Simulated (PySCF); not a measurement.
# Basis and Hamiltonian dependence of the excitation energy of Cr

Cr [Ar] 3d5 4s1 (7S) → Cr [Ar] 3d4 4s2 (5D). Calculated with PySCF 2.14 from differences of total energies of unrestricted determinants, without spin-orbit coupling. Values in eV.

```tsv
basis	Hamiltonian	functions	UHF	PBE	PBE0	MP2 (valence)	CCSD(T) (valence)	CCSD(T) (valence and next inner shell)
ANO-RCC-VTZP	spin-free X2C	59	0.882	1.850	1.607	1.118	0.837	0.993
aug-cc-pVDZ-DK	spin-free X2C	59	0.896	1.836	1.591	1.082	0.835	n/a
x2c-TZVPPall	spin-free X2C	64	0.864	1.859	1.603	1.049	0.775	0.917
def2-TZVPPD	non-relativistic	67	1.079	2.069	1.816	1.264	0.991	1.140
x2c-TZVPPall with one added diffuse shell each of s, p, d, f type	spin-free X2C	80	0.863	n/a	n/a	1.036	0.795	0.936
def2-QZVPPD	non-relativistic	93	1.058	2.065	1.811	1.241	0.983	1.150
x2c-QZVPPall	spin-free X2C	96	0.853	1.872	1.611	1.036	0.777	n/a
dyall-av2z	non-relativistic	101	1.079	2.064	1.811	1.249	1.002	n/a
aug-cc-pVTZ with one added diffuse shell each of s, p, d, f, g type	non-relativistic	118	1.073	2.068	1.812	1.219	n/a	n/a
x2c-QZVPPall with one added diffuse shell each of s, p, d, f, g type	spin-free X2C	121	0.853	1.873	1.611	1.014	n/a	n/a
aug-cc-pwCVTZ	non-relativistic	127	1.064	2.066	1.810	1.232	n/a	n/a
aug-cc-pwCVTZ-DK	spin-free X2C	127	0.860	1.871	1.609	1.028	n/a	n/a
aug-cc-pVQZ-DK	spin-free X2C	140	0.855	1.862	1.603	1.012	n/a	n/a
aug-cc-pwCVTZ-DK with one added diffuse shell each of s, p, d, f, g type	spin-free X2C	152	0.860	1.871	1.609	1.018	n/a	n/a
```

Frozen in the all-electron rows: valence: [Ar]; valence and next inner shell: [Ne].

Non-relativistic rows lack the scalar-relativistic shift.

Reference for a calculation without spin-orbit coupling: 1.003 eV (measured, between term centres; NIST).
